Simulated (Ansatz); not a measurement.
`C[SiH]` + `CNC` → `CN(C)[SiH]` + CH₄  (ligand exchange at the Si–C bond)

Gas-phase electronic energies from Ansatz, PBE0-D4/def2-TZVP geometries. CCSD(T)/CBS adds triple-zeta CCSD(T) − MP2 to the extrapolated MP2 energy (def2 sets, frozen cores). This one scheme is used for every species. DFT in def2-TZVPP. HSE06 is defined as in plane-wave codes.

CCSD(T)/CBS gives -1.50 eV.

Q: Another level gave -1.47 eV. Which?
A. LC-ωPBE/def2-TZVPP
B. r2SCANh-D4/def2-TZVPP
C. HSE06-D4/def2-TZVPP
D. MP2/def2-TZVPP

A: C. HSE06-D4 -1.47, MP2/def2-TZVPP -1.60, LC-ωPBE -1.42, r2SCANh-D4 -1.53 eV.

Largest T1 diagnostic among the species: 0.015.

The D4 term adds −0.08 eV with B3LYP and −0.04 eV with PBE0; it sums over pairs of atoms, weighted by their polarisabilities, and B3LYP, whose exchange is more repulsive, gets the larger term. From PBE to PBE0 (25 % exact exchange), in def2-TZVPP and without D4, ΔE moves by +0.04 eV. In def2-TZVPP, CCSD(T) changes the Hartree–Fock value by −0.19 eV (the triples alone add −0.06 eV) and MP2 by −0.28 eV.

B3LYP here is the variant with VWN-RPA as its local correlation; programs differ in this.
